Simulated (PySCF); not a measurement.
# Two probes of the same atoms: core binding energy and nuclear shielding

Compound: C₄H₆BN.
Geometry (PBE0-D3(BJ)/def2-SVP, Å), atoms numbered from 1 in this order:
```
atom  x, y, z in Å
B1    -1.558   -0.290    0.390
N2    -0.076   -0.138    0.042
C3     1.038   -0.030   -0.223
C4     2.451    0.098   -0.564
C5     3.033    1.357   -0.109
C6     3.517    2.399    0.264
H7    -1.592   -0.593    1.575
H8    -2.066    0.799    0.161
H9    -1.979   -1.175   -0.341
H10    2.548   -0.001   -1.659
H11    2.988   -0.760   -0.123
H12    3.945    3.327    0.597
```

Binding energies: delta-SCF UKS SCAN, pcX-2 on the ionised atom, pcseg-1 elsewhere, spin-free X2C in PySCF 2.14.0. Shieldings: GIAO PBE0/pcSseg-1, non-relativistic, same geometry.

```
atom  C 1s (eV)
  C3     293.02
  C4     293.99
  C5     291.83
  C6     291.39
```

Question: What are the absolute isotropic shieldings of these atoms?

Answer: 
```tsv
atom	environment	C 1s (eV)	isotropic shielding (ppm)
C6	terminal alkyne carbon	291.39	102.6
C5	alkyne carbon	291.83	113.8
C3	triply bonded carbon	293.02	73.9
C4	propargylic carbon	293.99	174.0
```

Question: Among the listed atoms, is the one with the highest binding energy also the least shielded?

Answer: No. The highest binding energy is at C4 (293.99 eV, shielding 174.0 ppm), the lowest shielding at C3 (73.9 ppm, 293.02 eV).

By binding energy: C6 < C5 < C3 < C4. By shielding: C3 < C6 < C5 < C4.

The unrestricted hole states depart most from a pure doublet (⟨S²⟩ = 0.75; over 0.85 named) for C 1s of C5 (0.87), which makes this value less certain. Geometry: PBE0-D3(BJ)/def2-SVP; no solvent, vibrations or thermal averaging.
